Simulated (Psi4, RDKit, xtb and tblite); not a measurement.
Torsional profile of C3H10O3Si, SMILES CO[SiH](OC)OC. Scanned: dihedral C1–O2–Si3–O4; all other coordinates were relaxed at GFN2-xTB. Heavy atoms are numbered in the order of the SMILES CO[SiH](OC)OC, hydrogens after them in the order of the atoms that carry them; the mirror image has the same energies with the sign of each dihedral reversed. Each profile is relative to its own lowest point.

```json
[
 {"φ / °": "-165", "A": "3.8", "B": "8.3", "C": "5.0"},
 {"φ / °": "-150", "A": "3.8", "B": "7.1", "C": "4.6"},
 {"φ / °": "-135", "A": "3.8", "B": "6.5", "C": "4.1"},
 {"φ / °": "-120", "A": "3.4", "B": "5.8", "C": "3.4"},
 {"φ / °": "-105", "A": "2.6", "B": "4.7", "C": "2.5"},
 {"φ / °": "-90", "A": "1.5", "B": "3.2", "C": "1.7"},
 {"φ / °": "-75", "A": "0.5", "B": "1.6", "C": "1.1"},
 {"φ / °": "-60", "A": "0.0", "B": "0.3", "C": "0.7"},
 {"φ / °": "-45", "A": "0.1", "B": "0.0", "C": "0.6"},
 {"φ / °": "-30", "A": "0.7", "B": "0.9", "C": "0.6"},
 {"φ / °": "-15", "A": "1.6", "B": "2.5", "C": "0.6"},
 {"φ / °": "0", "A": "2.4", "B": "4.1", "C": "0.5"},
 {"φ / °": "15", "A": "2.9", "B": "5.0", "C": "0.2"},
 {"φ / °": "30", "A": "3.1", "B": "5.1", "C": "0.0"},
 {"φ / °": "45", "A": "3.1", "B": "5.1", "C": "0.1"},
 {"φ / °": "60", "A": "3.3", "B": "5.1", "C": "0.5"},
 {"φ / °": "75", "A": "3.7", "B": "5.7", "C": "1.2"},
 {"φ / °": "90", "A": "4.4", "B": "7.0", "C": "2.2"},
 {"φ / °": "105", "A": "4.9", "B": "7.6", "C": "3.3"},
 {"φ / °": "120", "A": "5.0", "B": "7.5", "C": "4.5"},
 {"φ / °": "135", "A": "4.8", "B": "7.7", "C": "5.3"},
 {"φ / °": "150", "A": "4.4", "B": "8.3", "C": "5.8"},
 {"φ / °": "165", "A": "4.0", "B": "8.9", "C": "5.6"},
 {"φ / °": "180", "A": "3.8", "B": "9.1", "C": "5.2"}
]
```

Energies in mEh.

Q: Which curve belongs to which method? The methods are xtb and tblite with GFN2-xTB; MMFF94 // GFN2-xTB run with RDKit; Psi4 with PBE0-D3(BJ)/def2-SVP // GFN2-xTB.

A: A is GFN2-xTB; B is MMFF94; C is PBE0-D3(BJ)/def2-SVP.

MMFF94 has few fitted parameters for silicon.
